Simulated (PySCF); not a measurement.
**Bond curve of BrF**

Set-up: basis Br pcseg-1, F pcseg-1; no relativity; PySCF 2.14. Energies in eV from Br + F in their ground configurations at the same level. State: ¹Σ⁺ (singlet), closed shell.

All columns are r²SCAN. A positive dipole means Br(−)F(+).

```csv
R (Å),E (eV),μ (D),Mulliken charge on Br (basis-dependent),HOMO (eV),LUMO (eV),Mayer bond order,⟨S²⟩
1.546,-1.130,-0.73,0.34,-7.17,-2.27,0.91,0.00
1.618,-1.868,-1.01,0.34,-7.40,-3.04,0.91,0.00
1.690,-2.284,-1.25,0.34,-7.61,-3.78,0.92,0.00
1.744,-2.440,-1.42,0.34,-7.75,-4.30,0.92,0.00
1.798,-2.498,-1.57,0.33,-7.88,-4.79,0.93,0.00
1.852,-2.481,-1.70,0.32,-8.00,-5.24,0.93,0.00
1.924,-2.373,-1.85,0.31,-8.14,-5.79,0.94,0.00
2.014,-2.147,-2.02,0.29,-8.30,-6.38,0.95,0.00
2.122,-1.803,-2.18,0.27,-8.46,-6.98,0.95,0.00
2.265,-1.297,-2.34,0.25,-8.62,-7.61,0.96,0.00
```

A fit through these points gives, at Re = 1.811 Å, μ = -1.60 D and dμ/dR = -2.51 D/Å; the reduced mass is 15.31 u.

Problem. How strong is the fundamental in the double-harmonic approximation, I = 42.26·(dμ/dR)²/μred km/mol?

Solution. I = 42.26·(-2.51)²/15.31 = 17.4 km/mol at r²SCAN.
